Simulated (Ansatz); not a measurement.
`C[SiH2][O][GeH3]` + `O[SiH](F)F` → `F[SiH](F)[O][GeH3]` + `C[SiH2]O`  (ligand exchange at a Ge–O bond)

Program: Ansatz. Geometries: PBE0-D4/def2-TZVP. ΔE: electronic, gas phase. CCSD(T)/CBS is the MP2 limit (def2-TZVPP, def2-QZVPP) plus CCSD(T) − MP2 in def2-TZVPP, frozen cores. This one scheme is used for every species. DFT in def2-TZVPP. B3LYP here is the variant with VWN-RPA as its local correlation; programs differ in this. HSE06 is defined as in plane-wave codes. For Ge outer-core shells are correlated without core-valence functions, which leaves a few kJ/mol of doubt a bond. Scalar relativity is left out up to krypton. One conformer a species, not always the lowest.

```csv
level,ΔE (kJ/mol),difference from CCSD(T)/CBS
LDA (SPW92),-1.0,1.4
PBE-D4,-2.5,-0.1
revPBE-D4,-2.2,0.2
BLYP-D4,-3.3,-0.9
r2SCAN-D4,-2.2,0.2
B97M-V,-1.2,1.2
PBE0-D4,-2.6,-0.2
B3LYP-D4,-3.5,-1.1
r2SCANh-D4,-2.3,0.1
r2SCAN0-D4,-2.4,0.0
HSE06-D4,-2.6,-0.2
BHLYP-D4,-4.0,-1.6
CAM-B3LYP-D4,-3.5,-1.1
ωB97X-V,-3.2,-0.8
ωB97M-V,-3.2,-0.8
B2PLYP,-2.9,-0.5
PBE-QIDH,-2.1,0.3
BLYP,-3.8,-1.4
r2SCAN,-2.3,0.1
PBE0,-2.8,-0.4
B3LYP,-3.8,-1.4
r2SCANh,-2.4,0.0
r2SCAN0,-2.6,-0.2
BHLYP,-4.1,-1.7
CAM-B3LYP,-3.7,-1.3
LC-ωPBE,-3.3,-0.9
RPA@PBE/def2-TZVPP,-2.4,0.0
HF/def2-SVP,-5.3,-2.9
MP2/def2-SVP,-0.4,2.0
CCSD/def2-SVP,-1.8,0.6
HF/def2-TZVPP,-4.7,-2.3
MP2/def2-TZVPP,-1.4,1.0
SCS-MP2/def2-TZVPP,-2.2,0.2
CCSD/def2-TZVPP,-2.7,-0.3
CCSD(T)/def2-TZVPP,-2.1,0.3
HF/def2-QZVPP,-5.1,-2.7
MP2/def2-QZVPP,-1.7,0.7
SCS-MP2/def2-QZVPP,-2.6,-0.2
HF/CBS(def2),-5.2,-2.8
CCSD/CBS(def2),-3.0,-0.6
CCSD(T)/CBS,-2.4,0
```

Largest T1 diagnostic among the species: 0.012.

Leaving LDA and LC-ωPBE aside and taking each functional with its dispersion term where it has one, the values spread over 2.8 kJ/mol, from BHLYP-D4 to B97M-V.
